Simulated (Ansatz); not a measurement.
## Molecular dynamics, step by step

SiH3F3, singlet, PBE0-D4/def2-SVP (Ansatz 0.2.0). Settings (timestep in fs, temperature in K, friction in 1/fs; T counts 21 degrees of freedom, while the starting velocities carry no drift of the centre of mass, so T starts below the set value):

```yaml
hamiltonian: {xc: pbe0, dispersion: d4}
md: {n_steps: 60, timestep: 0.75, temperature: 1000, ensemble: nvt_langevin, seed: 844, friction: 0.01, initial_velocities: maxwell_boltzmann}
```

Start, the saddle point found with PBE0-D4 in triple zeta (not stationary at another level):

| atom | x (Å) | y (Å) | z (Å) |
| --- | --- | --- | --- |
| Si1 | -0.3685 | -0.1373 | -0.1604 |
| H2 | 1.2888 | -0.2799 | -0.2025 |
| F3 | -0.3568 | -1.3004 | -1.2608 |
| F4 | -0.9876 | -0.8662 | 1.0939 |
| H5 | -1.1507 | 0.8978 | -0.8342 |
| H6 | 1.1777 | 0.4864 | 0.4155 |
| F7 | 0.3972 | 1.1997 | 0.9485 |

| step | time (fs) | potential energy less the start (meV) | kinetic energy (meV) | T (K) |
| --- | --- | --- | --- | --- |
| 0 | 0.00 | 0.0 | 775.6 | 857 |
| 4 | 3.00 | 126.5 | 594.8 | 657 |
| 8 | 6.00 | 281.7 | 665.6 | 736 |
| 12 | 9.00 | 418.1 | 563.1 | 622 |
| 16 | 12.00 | 525.8 | 636.3 | 703 |
| 20 | 15.00 | 584.5 | 747.6 | 826 |
| 24 | 18.00 | 675.0 | 564.2 | 624 |
| 28 | 21.00 | 725.7 | 406.8 | 450 |
| 32 | 24.00 | 538.1 | 629.9 | 696 |
| 36 | 27.00 | 476.1 | 890.0 | 984 |
| 40 | 30.00 | 367.0 | 1156.6 | 1278 |
| 44 | 33.00 | 431.4 | 1247.6 | 1379 |
| 48 | 36.00 | 548.5 | 1261.8 | 1394 |
| 52 | 39.00 | 483.6 | 1019.3 | 1127 |
| 56 | 42.00 | 399.3 | 1189.4 | 1315 |
| 60 | 45.00 | 159.8 | 1193.8 | 1319 |

Step 4, positions (Å) and forces (eV/Å):

```json
{"atom": "Si1", "x": "-0.377", "y": "-0.135", "z": "-0.163", "Fx": "-0.024", "Fy": "1.486", "Fz": "-0.830"}
{"atom": "H2", "x": "1.328", "y": "-0.248", "z": "-0.218", "Fx": "-0.176", "Fy": "-0.570", "Fz": "-0.347"}
{"atom": "F3", "x": "-0.364", "y": "-1.304", "z": "-1.293", "Fx": "0.172", "Fy": "0.257", "Fz": "0.109"}
{"atom": "F4", "x": "-0.950", "y": "-0.861", "z": "1.093", "Fx": "-0.592", "Fy": "-1.157", "Fz": "1.439"}
{"atom": "H5", "x": "-1.259", "y": "0.909", "z": "-0.715", "Fx": "0.199", "Fy": "-0.153", "Fz": "-0.286"}
{"atom": "H6", "x": "1.129", "y": "0.369", "z": "0.413", "Fx": "0.691", "Fy": "0.698", "Fz": "0.385"}
{"atom": "F7", "x": "0.399", "y": "1.207", "z": "0.983", "Fx": "-0.269", "Fy": "-0.560", "Fz": "-0.470"}
```

Step 48, positions (Å) and forces (eV/Å):

| atom | x | y | z | Fx | Fy | Fz |
| --- | --- | --- | --- | --- | --- | --- |
| Si1 | -0.362 | -0.175 | -0.132 | 1.024 | 1.771 | -1.464 |
| H2 | 1.222 | -0.409 | -0.254 | -0.312 | 0.191 | 0.480 |
| F3 | -0.425 | -1.031 | -1.464 | -1.330 | -0.998 | -1.220 |
| F4 | -0.770 | -1.004 | 1.156 | -0.925 | -1.002 | 0.546 |
| H5 | -1.172 | 1.167 | -0.364 | 0.148 | -1.891 | -0.400 |
| H6 | 1.237 | 0.432 | 0.974 | -1.603 | 1.254 | -0.309 |
| F7 | 0.402 | 1.034 | 1.016 | 2.998 | 0.676 | 2.367 |

Step 56, positions (Å) and forces (eV/Å):

```json
{"atom": "Si1", "x": "-0.299", "y": "-0.209", "z": "-0.152", "Fx": "0.526", "Fy": "-0.638", "Fz": "1.331"}
{"atom": "H2", "x": "1.200", "y": "-0.428", "z": "-0.292", "Fx": "0.032", "Fy": "0.100", "Fz": "0.374"}
{"atom": "F3", "x": "-0.488", "y": "-0.950", "z": "-1.489", "Fx": "-1.464", "Fy": "-1.981", "Fz": "-3.059"}
{"atom": "F4", "x": "-0.814", "y": "-1.076", "z": "1.134", "Fx": "0.170", "Fy": "-0.224", "Fz": "-0.454"}
{"atom": "H5", "x": "-1.164", "y": "0.919", "z": "-0.156", "Fx": "-1.207", "Fy": "0.701", "Fz": "-1.011"}
{"atom": "H6", "x": "1.157", "y": "0.535", "z": "1.152", "Fx": "3.184", "Fy": "-1.555", "Fz": "0.781"}
{"atom": "F7", "x": "0.432", "y": "1.027", "z": "1.021", "Fx": "-1.242", "Fy": "3.598", "Fz": "2.038"}
```

Last step (60):

Si1  (-0.269, -0.226, -0.159)
H2  (1.164, -0.427, -0.213)
F3  (-0.529, -0.928, -1.518)
F4  (-0.835, -1.114, 1.123)
H5  (-1.288, 0.829, -0.171)
H6  (1.281, 0.548, 1.307)
F7  (0.450, 1.046, 1.039)
(Å)

Hardware: 2 CPU threads of an Arm Neoverse V1, shared host. Wall time about 73 s.
